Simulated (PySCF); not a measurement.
Pb (lead, neutral) across methods

[Xe] 4f14 5d10 6s1 6p3, high-spin 5S determinant (an excited configuration). All numbers are calculated (PySCF 2.14, scalar relativity through the core potential, in cc-pwCVTZ-PP with ECP60MDF).

```json
{"method": "M06-L", "E (hartree)": "-192.6835", "mean ε 5d β (eV)": "-22.788", "mean ε 6s α (eV)": "-13.642", "mean ε 6p α (eV)": "-4.657", "Σ⟨r²⟩ (bohr²)": "69.66", "⟨S²⟩": "6.003"}
{"method": "wB97X", "E (hartree)": "-192.6062", "mean ε 5d β (eV)": "-26.821", "mean ε 6s α (eV)": "-18.051", "mean ε 6p α (eV)": "-7.665", "Σ⟨r²⟩ (bohr²)": "68.20", "⟨S²⟩": "6.003"}
{"method": "TPSS", "E (hartree)": "-192.5278", "mean ε 5d β (eV)": "-22.035", "mean ε 6s α (eV)": "-13.817", "mean ε 6p α (eV)": "-4.922", "Σ⟨r²⟩ (bohr²)": "68.34", "⟨S²⟩": "6.003"}
{"method": "PBE", "E (hartree)": "-192.6103", "mean ε 5d β (eV)": "-22.031", "mean ε 6s α (eV)": "-13.750", "mean ε 6p α (eV)": "-4.907", "Σ⟨r²⟩ (bohr²)": "68.50", "⟨S²⟩": "6.003"}
{"method": "LDA", "E (hartree)": "-192.3036", "mean ε 5d β (eV)": "-22.164", "mean ε 6s α (eV)": "-13.980", "mean ε 6p α (eV)": "-5.023", "Σ⟨r²⟩ (bohr²)": "68.73", "⟨S²⟩": "6.002"}
{"method": "r2SCAN", "E (hartree)": "-192.6904", "mean ε 5d β (eV)": "-22.552", "mean ε 6s α (eV)": "-14.500", "mean ε 6p α (eV)": "-5.264", "Σ⟨r²⟩ (bohr²)": "67.84", "⟨S²⟩": "6.006"}
{"method": "UHF", "E (hartree)": "-191.66310", "mean ε 5d β (eV)": "-30.070", "mean ε 6s α (eV)": "-19.875", "mean ε 6p α (eV)": "-8.361", "Σ⟨r²⟩ (bohr²)": "68.62", "⟨S²⟩": "6.010"}
{"method": "PBE0", "E (hartree)": "-192.5971", "mean ε 5d β (eV)": "-24.261", "mean ε 6s α (eV)": "-15.480", "mean ε 6p α (eV)": "-5.879", "Σ⟨r²⟩ (bohr²)": "68.10", "⟨S²⟩": "6.004"}
```

Problem. Estimate the same row for LC-wPBE.

Solution. E (hartree) = -192.6376; mean ε 5d β (eV) = -26.896; mean ε 6s α (eV) = -18.942; mean ε 6p α (eV) = -8.313; Σ⟨r²⟩ (bohr²) = 67.51; ⟨S²⟩ = 6.005.

Energies and moments cover only the electrons outside the core potential. Spin-orbit coupling, which splits the p, d and f shells strongly at this Z, is absent. Spin-orbit coupling is strong in this species (close to jj coupling), so the high-spin LS determinant is a model state, not a physical level.
